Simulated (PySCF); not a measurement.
PySCF 2.14 output of an unrestricted LDA calculation on a single atom or ion in aug-cc-pCVTZ-DK with one added diffuse shell each of s, p, d, f type (8s7p5d3f, 75 functions), with the spin-free X2C one-electron Hamiltonian (Gaussian nucleus):

```
SCF conv_tol = 1e-09
number electrons alpha = 3  beta = 2
    P. A. M. Dirac.,  Math. Proc. Cambridge Philos. Soc. 26, 376 (1930)
    F. Bloch.,  Z. Phys. 57, 545 (1929)
    S. H. Vosko, L. Wilk, and M. Nusair.,  Can. J. Phys. 58, 1200 (1980)
cycle= 1 E= -37.0537197850782  delta_E= -0.00584  |g|= 0.0248  |ddm|= 0.148
cycle= 2 E= -37.0537498602933  delta_E= -3.01e-05  |g|= 0.00324  |ddm|= 0.0153
cycle= 3 E= -37.0537511683106  delta_E= -1.31e-06  |g|= 0.000352  |ddm|= 0.00532
cycle= 4 E= -37.053751221374  delta_E= -5.31e-08  |g|= 2.32e-05  |ddm|= 0.00108
cycle= 5 E= -37.0537512216352  delta_E= -2.61e-10  |g|= 3.33e-07  |ddm|= 7.2e-05
converged SCF energy = -37.0537512216352  <S^2> = 0.75115448  2S+1 = 2.0011541
```

The run itself started from symmetry-adapted Hartree-Fock orbitals and held the occupation by maximum overlap, on a logarithmic radial grid, so the iterations belong to that start.

Q: Which element, charge and spin multiplicity is this?

A: C⁺ (carbon, charge +1), multiplicity 2; the state was [He] 2s2 2p1, 2P determinant.
